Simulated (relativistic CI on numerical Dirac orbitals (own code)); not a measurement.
Electric-dipole lines of Pt29+

These numbers are calculated, not measured: Dirac-Coulomb-Breit CI, orbitals from a KLI potential per configuration, model QED, unscaled Slater integrals (own radial code, finite nucleus).

Configuration list (outside the closed core [Ar] 3d10): 4s2 4p6 4d10 4f3, 4s2 4p6 4d9 4f4, 4s2 4p6 4d10 4f2 5s, 4s2 4p6 4d10 4f2 5p, 4s2 4p6 4d10 4f 5s2, 4s2 4p5 4d10 4f4, 4s2 4p6 4d10 4f 5s 5p, 4s2 4p6 4d10 4f2 5d, 4s2 4p6 4d10 4f 5p2, 4s2 4p6 4d10 4f 5s 5d, 4s 4p6 4d10 4f4, 4s2 4p6 4d9 4f2 5s2, 4s2 4p6 4d10 4f2 5f, 4s2 4p6 4d10 4f2 6s, 4s2 4p6 4d10 4f 5d2, 4s2 4p6 4d10 4f2 6p. Levels of other configurations are missing.

```
λ vac (Å)                             Lower                               Upper   A (s⁻¹)        gf  Branching (%)
   53.206      4s2 4p6 4d10 4f3 4I°_9/2 [1]        4s2 4p6 4d9 4f4 4I_9/2 [181]  4.96e+09  2.11e-02           61.9
   53.389      4s2 4p6 4d10 4f3 4I°_9/2 [1]        4s2 4p6 4d9 4f4 4I_9/2 [169]  1.84e+10  7.88e-02           90.3
   247.58   4s2 4p6 4d10 4f2 5s 4H_7/2 [42]    4s2 4p6 4d10 4f2 5p 4H°_7/2 [68]  7.41e+09  5.45e-01           31.7
   248.64   4s2 4p6 4d10 4f2 5s 4F_9/2 [49]    4s2 4p6 4d10 4f2 5p 2F°_7/2 [94]  7.92e+09  5.87e-01           33.7
   249.27   4s2 4p6 4d10 4f2 5s 4F_9/2 [56]   4s2 4p6 4d10 4f2 5p 2G°_9/2 [133]  9.56e+09  8.90e-01           41.2
   249.41   4s2 4p6 4d10 4f2 5s 4F_3/2 [44]    4s2 4p6 4d10 4f2 5p 2D°_3/2 [73]  4.27e+09  1.59e-01           18.7
   249.46  4s2 4p6 4d10 4f2 5s 4H_13/2 [52]  4s2 4p6 4d10 4f2 5p 2I°_13/2 [101]  1.04e+10  1.36e+00           45.7
   249.77  4s2 4p6 4d10 4f2 5s 4H_13/2 [52]  4s2 4p6 4d10 4f2 5p 4G°_11/2 [100]  1.58e+10  1.77e+00           68.2
   250.43   4s2 4p6 4d10 4f2 5s 4P_3/2 [59]   4s2 4p6 4d10 4f2 5p 4D°_3/2 [158]  1.29e+10  4.86e-01           55.3
   250.51   4s2 4p6 4d10 4f2 5s 4F_7/2 [48]    4s2 4p6 4d10 4f2 5p 4F°_5/2 [91]  1.11e+10  6.25e-01           48.7
   250.73   4s2 4p6 4d10 4f2 5s 4F_7/2 [48]    4s2 4p6 4d10 4f2 5p 2H°_9/2 [90]  5.01e+09  4.72e-01           21.8
   251.38   4s2 4p6 4d10 4f2 5s 4H_9/2 [43]    4s2 4p6 4d10 4f2 5p 4H°_7/2 [68]  1.56e+10  1.18e+00           66.9
   251.49  4s2 4p6 4d10 4f2 5s 4H_11/2 [46]    4s2 4p6 4d10 4f2 5p 4H°_9/2 [77]  1.43e+10  1.35e+00           62.4
   251.55   4s2 4p6 4d10 4f2 5s 4F_9/2 [56]   4s2 4p6 4d10 4f2 5p 2F°_7/2 [128]  1.73e+10  1.31e+00           75.0
   251.96   4s2 4p6 4d10 4f2 5s 4F_9/2 [49]    4s2 4p6 4d10 4f2 5p 2H°_9/2 [90]  9.25e+09  8.81e-01           40.4
   252.04   4s2 4p6 4d10 4f2 5s 2D_5/2 [55]   4s2 4p6 4d10 4f2 5p 2F°_5/2 [125]  1.01e+10  5.76e-01           43.8
   252.06   4s2 4p6 4d10 4f2 5s 2F_5/2 [50]    4s2 4p6 4d10 4f2 5p 2F°_7/2 [94]  6.40e+09  4.88e-01           27.3
   252.19   4s2 4p6 4d10 4f2 5s 2F_7/2 [51]    4s2 4p6 4d10 4f2 5p 2F°_7/2 [94]  6.98e+09  5.32e-01           29.7
   252.20  4s2 4p6 4d10 4f2 5s 2I_13/2 [60]  4s2 4p6 4d10 4f2 5p 2K°_13/2 [163]  1.05e+10  1.40e+00           45.8
   252.53  4s2 4p6 4d10 4f2 5s 4H_11/2 [46]   4s2 4p6 4d10 4f2 5p 4I°_11/2 [76]  9.71e+09  1.11e+00           43.0
   252.63  4s2 4p6 4d10 4f2 5s 2I_13/2 [60]  4s2 4p6 4d10 4f2 5p 2H°_11/2 [161]  1.42e+10  1.63e+00           61.9
   252.68   4s2 4p6 4d10 4f2 5s 4F_5/2 [45]    4s2 4p6 4d10 4f2 5p 2D°_3/2 [73]  1.78e+10  6.81e-01           78.0
   252.81   4s2 4p6 4d10 4f2 5s 4F_3/2 [44]    4s2 4p6 4d10 4f2 5p 4G°_5/2 [72]  1.27e+10  7.28e-01           56.6
   253.09  4s2 4p6 4d10 4f2 5s 2I_11/2 [61]  4s2 4p6 4d10 4f2 5p 2K°_13/2 [163]  1.22e+10  1.64e+00           53.2
   253.12   4s2 4p6 4d10 4f2 5s 4F_7/2 [48]    4s2 4p6 4d10 4f2 5p 4G°_7/2 [87]  7.64e+09  5.87e-01           34.1
   253.52  4s2 4p6 4d10 4f2 5s 2I_11/2 [61]  4s2 4p6 4d10 4f2 5p 2H°_11/2 [161]  8.50e+09  9.83e-01           37.0
   253.53   4s2 4p6 4d10 4f2 5s 4P_1/2 [54]   4s2 4p6 4d10 4f2 5p 4D°_1/2 [119]  2.13e+10  4.10e-01           93.7
   253.57   4s2 4p6 4d10 4f2 5s 2D_5/2 [55]   4s2 4p6 4d10 4f2 5p 2D°_3/2 [122]  1.79e+10  6.92e-01           79.5
   253.59   4s2 4p6 4d10 4f2 5s 2F_7/2 [58]   4s2 4p6 4d10 4f2 5p 2G°_9/2 [133]  1.30e+10  1.25e+00           56.0
   253.61   4s2 4p6 4d10 4f2 5s 2D_3/2 [57]   4s2 4p6 4d10 4f2 5p 2F°_5/2 [125]  1.18e+10  6.84e-01           51.3
   253.80   4s2 4p6 4d10 4f2 5s 4H_9/2 [47]    4s2 4p6 4d10 4f2 5p 4H°_9/2 [77]  7.05e+09  6.81e-01           30.8
   254.36   4s2 4p6 4d10 4f2 5s 4H_7/2 [42]    4s2 4p6 4d10 4f2 5p 4I°_9/2 [66]  1.27e+10  1.23e+00           58.1
   254.38   4s2 4p6 4d10 4f2 5s 4F_9/2 [49]    4s2 4p6 4d10 4f2 5p 4G°_7/2 [87]  8.18e+09  6.35e-01           36.5
   254.87   4s2 4p6 4d10 4f2 5s 4H_9/2 [47]   4s2 4p6 4d10 4f2 5p 4I°_11/2 [76]  1.14e+10  1.34e+00           50.7
   255.05   4s2 4p6 4d10 4f2 5s 4P_3/2 [59]   4s2 4p6 4d10 4f2 5p 4P°_1/2 [148]  1.82e+10  3.54e-01           81.8
   255.25   4s2 4p6 4d10 4f2 5s 2F_5/2 [50]    4s2 4p6 4d10 4f2 5p 4F°_5/2 [91]  4.82e+09  2.83e-01           21.2
   255.38   4s2 4p6 4d10 4f2 5s 2F_7/2 [51]    4s2 4p6 4d10 4f2 5p 4F°_5/2 [91]  6.26e+09  3.67e-01           27.5
   255.61   4s2 4p6 4d10 4f2 5s 2F_7/2 [51]    4s2 4p6 4d10 4f2 5p 2H°_9/2 [90]  7.08e+09  6.93e-01           30.9
   255.87   4s2 4p6 4d10 4f2 5s 2P_1/2 [62]   4s2 4p6 4d10 4f2 5p 4D°_3/2 [158]  7.95e+09  3.12e-01           34.0
   255.95   4s2 4p6 4d10 4f2 5s 2F_7/2 [58]   4s2 4p6 4d10 4f2 5p 2F°_7/2 [128]  5.29e+09  4.16e-01           23.0
   256.17   4s2 4p6 4d10 4f2 5s 4F_5/2 [45]    4s2 4p6 4d10 4f2 5p 4G°_5/2 [72]  9.35e+09  5.52e-01           41.7
   256.26  4s2 4p6 4d10 4f2 5s 2H_11/2 [53]  4s2 4p6 4d10 4f2 5p 2I°_13/2 [101]  1.17e+10  1.62e+00           51.5
   256.59  4s2 4p6 4d10 4f2 5s 2H_11/2 [53]  4s2 4p6 4d10 4f2 5p 4G°_11/2 [100]  7.02e+09  8.32e-01           30.3
   257.96   4s2 4p6 4d10 4f2 5s 2F_5/2 [50]    4s2 4p6 4d10 4f2 5p 4G°_7/2 [87]  5.64e+09  4.50e-01           25.1
   258.36   4s2 4p6 4d10 4f2 5s 4H_9/2 [43]    4s2 4p6 4d10 4f2 5p 4I°_9/2 [66]  8.89e+09  8.89e-01           40.6
```

Terms are leading LS components. Brackets give the number of a level in order of energy, since labels repeat. The list gives strong lines, with weight on those to low levels, without lines whose two gauges differ by over a factor of 2.5, among the lowest 200 of 2550 levels, so that lines to higher ones, which can be the strongest, are missing. Levels whose partners in the same complex of configurations lie outside the list can be far off, and so can their lines. Rates are taken at the computed energies, electric ones in the length gauge.

At this charge energies of transitions that change n are usually good to better than 1 %, and those within a shell (Δn = 0) to a few per cent. Terms inside the open d or f shell come out 10 to 20 % too wide with unscaled integrals.

LS names give the leading component of a level, which can be under half, so a name can repeat, a term be missing and a line seem to break the LS rules.
